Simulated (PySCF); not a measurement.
**Identify the compound**

Molecular formula: C₁₀H₁₆. Simulated spectra:

¹H NMR (600 MHz, computed): δ 1.83 (m, 12H), 1.79 (m, 4H).

¹³C{¹H} NMR (computed): δ 40.8 (CH2, 6C), 31.2 (CH, 4C).

Computed data (PySCF 2.14): geometry: GFN2-xTB, GIAO PBE0/pcSseg-1 shieldings. Averaged over atoms made equivalent by symmetry, fast rotation or ring inversion, one conformer, relativity neglected, no solvent model.

Chemical shifts δ = σref − σ; ¹H (31.72 ppm), ¹³C (186.93 ppm) vs TMS, all at this level.

Choose the structure that fits.
A. C1C2CC3CC1CC(C2)C3
B. C1C[C@@H]2[C@@H]3CC[C@@H](C3)[C@@H]2C1
C. C=C(C)[C@H]1[C@@H]2CCCC[C@@H]21
D. C/C=C/C=C\CC1CCC1

## Answers

A. 

1. The formula gives 3 degrees of unsaturation (3 rings in the answer).
2. 2 carbon signals for 10 carbons: some carbons are equivalent by symmetry or fast rotation.
3. Carbon types of the structure: 4 × CH, 6 × CH2, which accounts for all hydrogens.
4. δC 40.8: sp3 CH2 in a ring; a saturated carbon with 2 carbon neighbours and no heteroatom attached.
5. δC 31.2: sp3 CH in a ring; aliphatic region, no heteroatom directly attached.
6. δH 1.83: hydrogen on an sp3 CH2 in a ring; far from electronegative atoms and π systems.
7. δH 1.79: hydrogen on an sp3 CH in a ring; far from electronegative atoms and π systems.

The others: C/C=C/C=C\CC1CCC1 would give 9 carbon signals, not 2; C1C[C@@H]2[C@@H]3CC[C@@H](C3)[C@@H]2C1 would give 6 carbon signals, not 2; C=C(C)[C@H]1[C@@H]2CCCC[C@@H]21 would give 7 carbon signals, not 2.

Shifts are as computed. Against solution values, carbons near 30 ppm lie about +3 ppm off and those near 130 ppm about +5 ppm. Of 1211 compounds with measured shifts, 218 miss one by over three times the rms of a fit or turn the order of signals round; such compounds aren't used in these exercises. Multiplicities follow the n + 1 count of equivalent neighbours, as no J values were calculated; m marks all less simple cases, F and P coupling included.
